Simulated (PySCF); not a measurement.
## Vibration and rotation of GaSb

r²SCANh constants of GaSb, ³Σ⁻ (triplet), unpaired electrons π ↑↑ (Ga def2-TZVPPD, Sb def2-TZVPPD with ECP28; scalar-relativistic core potentials (PySCF 2.14); masses 68.9256 and 120.9038 u):

- ωe: 179.7 cm⁻¹
- ωexe: 0.413 cm⁻¹
- Be: 0.050624 cm⁻¹
- αe: 0.000174 cm⁻¹
- D (centrifugal): 1.61e-08 cm⁻¹
- De to Ga + Sb: 1.80 eV

(1) Give the vibrational terms G(v) and spacings up to v = 6.

(2) How well does the Morse estimate ωe²/(4ωexe) reproduce De, and what is D0?

These are scalar-relativistic numbers at best; spin–orbit coupling would shift them, the dissociation energy most. The state is the lowest determinant that a PBE0 search found; another state may lie lower at other levels.

Results:

(1) G(v) = ωe(v+½) − ωexe(v+½)².

```csv
v,G(v) (cm⁻¹),G(v) − G(v−1),Bv (cm⁻¹)
0,89.7,,0.05054
1,268.6,178.9,0.05036
2,446.7,178.0,0.05019
3,623.9,177.2,0.05002
4,800.3,176.4,0.04984
5,975.9,175.6,0.04967
6,1150.6,174.7,0.04949
```

(2) It gives 2.42 eV, 135 % of the computed De. D0 = De − G(0) = 1.80 − 0.01 = 1.79 eV.
